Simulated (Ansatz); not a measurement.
```yaml
crystal:
  periodic: [false, false, false]
  atoms:
    - {symbol: O, position_ang: [-0.626248, 0.564620, 1.599838]}
    - {symbol: Si, position_ang: [-0.097250, -0.561934, 0.518710]}
    - {symbol: B, position_ang: [0.576115, 0.302527, -1.200056]}
    - {symbol: F, position_ang: [1.232958, -0.379043, -2.119606]}
    - {symbol: F, position_ang: [0.357813, 1.579805, -1.465746]}
    - {symbol: H, position_ang: [-1.181111, 1.274685, 1.274904]}
    - {symbol: H, position_ang: [0.997220, -1.304974, 1.188004]}
    - {symbol: H, position_ang: [-1.167296, -1.532885, 0.148152]}
basis:
  gaussian: {orbitals: def2-mTZVPP}
total_charge: -1
magnetization: {spin_polarized: true, initial_magnetization: 1}
hamiltonian: {xc: {name: PBE0-DH}, pseudopotentials: {relativity: scalar}}
smearing: {width: 0.1}
output: {forces: true}
```

```sh
$ ansatz run in.yaml --threads 2 --pin off --events-out ev --progress --plain --max-ram 4352MiB
```

Shortened log:

```
Error: YAML parse error: error: line 17 column 1: unknown field `smearing`, expected one of crystal, accuracy, basis, kpoints, hamiltonian, magnetization, projection, total_charge, correlation, batch, efield, external_charges, scf, relax, neb, saddle, md, ramp, phonons, dielectric, real_time, elastic, magnetic_configurations, gw, evaluate, workflow, output, checkpoint, execution
15 | magnetization: {spin_polarized: true, initial_magnetization: 1}
16 | hamiltonian: {xc: {name: PBE0-DH}, pseudopotentials: {relativity:…
17 | smearing: {width: 0.1}
18 | output: {forces: true}
```

In this input the input holds a key that doesn't belong there. The program refused the input.
